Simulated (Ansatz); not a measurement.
`NC([AsH2])C=O`. Charge 0, multiplicity 1. All single points use the PBE0-D4/def2-TZVP geometry. It is one conformer, not always the lowest.

```xyz
11

N     0.940    0.760   -0.657
C     0.374   -0.286    0.145
As   -0.685    0.406    1.709
C    -0.523   -1.262   -0.556
O    -0.918   -1.121   -1.682
H     0.199    1.329   -1.051
H     1.431    0.357   -1.449
H     1.165   -0.863    0.642
H    -1.512    1.349    0.842
H     0.350    1.477    2.007
H    -0.822   -2.147    0.050
```

What is the dipole moment at PBE/def2-TZVPP? (Estimate.)

Ansatz gave: 1.41 D, with components (0.86, 0.00, 1.11) D in this frame, pointing from negative to positive charge.

And with r2SCAN, B3LYP, ωB97M-V? (Estimate.)

Ansatz gave: r2SCAN 1.45 D, B3LYP 1.55 D, ωB97M-V 1.53 D.

Give the Mulliken charges with PBE, B3LYP, ωB97M-V in def2-TZVPP. (Estimate.)

The calculation gave: 
```json
{"atom": "N1", "PBE": "-0.30", "B3LYP": "-0.30", "ωB97M-V": "-0.26"}
{"atom": "C2", "PBE": "-0.01", "B3LYP": "-0.01", "ωB97M-V": "-0.08"}
{"atom": "As3", "PBE": "0.06", "B3LYP": "0.09", "ωB97M-V": "0.02"}
{"atom": "C4", "PBE": "0.04", "B3LYP": "0.06", "ωB97M-V": "0.08"}
{"atom": "O5", "PBE": "-0.23", "B3LYP": "-0.27", "ωB97M-V": "-0.28"}
{"atom": "H6", "PBE": "0.14", "B3LYP": "0.13", "ωB97M-V": "0.12"}
{"atom": "H7", "PBE": "0.14", "B3LYP": "0.13", "ωB97M-V": "0.11"}
{"atom": "H8", "PBE": "0.11", "B3LYP": "0.11", "ωB97M-V": "0.15"}
{"atom": "H9", "PBE": "-0.01", "B3LYP": "-0.02", "ωB97M-V": "0.02"}
{"atom": "H10", "PBE": "0.01", "B3LYP": "0.00", "ωB97M-V": "0.04"}
{"atom": "H11", "PBE": "0.05", "B3LYP": "0.07", "ωB97M-V": "0.09"}
```

B3LYP here is the variant with VWN-RPA as its local correlation; programs differ in this.
